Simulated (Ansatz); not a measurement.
`C[O][In]([F])[Cl]` + H₂ → `C[O][InH][Cl]` + H–F at 298.15 K and 1 bar (hydrogenolysis of the In–F bond).

Program: Ansatz. Geometries: PBE0-D4/def2-TZVP. ΔE: electronic, gas phase. CCSD(T)/CBS is the MP2 limit (def2-TZVPP, def2-QZVPP) plus CCSD(T) − MP2 in def2-TZVPP, frozen cores. This one scheme is used for every species. Elements past krypton have def2 core potentials. For In outer-core shells are correlated without core-valence functions, which leaves a few kJ/mol of doubt a bond. Each species was taken in one conformer, which may not be the lowest.

| species | CCSD(T)/CBS energy (Eh) | H − E (kJ/mol) | S (J/(mol·K)) |
| --- | --- | --- | --- |
| `C[O][In]([F])[Cl]` | -864.49222 | 138.7 | 393.1 |
| H₂ | -1.17544 | 35.1 | 130.4 |
| `C[O][InH][Cl]` | -765.26650 | 147.5 | 358.1 |
| H–F | -100.39570 | 33.5 | 173.6 |

H − E and S are ideal-gas, rigid-rotor, harmonic terms from PBE0-D4/def2-TZVP, for one conformer and one mirror image of each species. The MP2-based limit puts H₂ 0.8 mEh under its directly extrapolated value; such offsets cancel only in part. 1 Eh = 2625.50 kJ/mol, R = 8.31446 J/(mol·K).

Task: By hand: ΔE, ΔH, ΔS and ΔG.

Result: ΔE = (-765.26650) + (-100.39570) − (-864.49222) − (-1.17544) = 0.00546 Eh = 14.3 kJ/mol. Δ(H − E) = 147.5 + 33.5 − 138.7 − 35.1 = 7.2, so ΔH = 21.5 kJ/mol. ΔS = 358.1 + 173.6 − 393.1 − 130.4 = 8.2 J/(mol·K). ΔG = 21.5 − 298.15 × (8.2)/1000 = 19.1 kJ/mol.

Task: By hand: the equilibrium constant, and the temperature at which ΔG would vanish if ΔH and ΔS stayed fixed.

Result: log₁₀ K = −ΔG/(RT ln 10) = -3.3. ΔG = 0 at ΔH/ΔS = 2622 K, far beyond where these terms or the molecules hold.

The number of gas molecules stays the same, so ΔS is small and ΔH decides. A doubt of 5 kJ/mol in ΔE shifts log₁₀ K by 0.9 here. Other conformers and mirror images would add mixing entropy, several J/(mol·K) or more a flexible species. Modes under 60 cm⁻¹, often nearly free rotors, make the harmonic entropy too high. These are equilibria of isolated gas molecules and say nothing of rates. Largest T1 diagnostic: 0.016 (customary marks: 0.02 for closed shells, 0.045 for open ones).
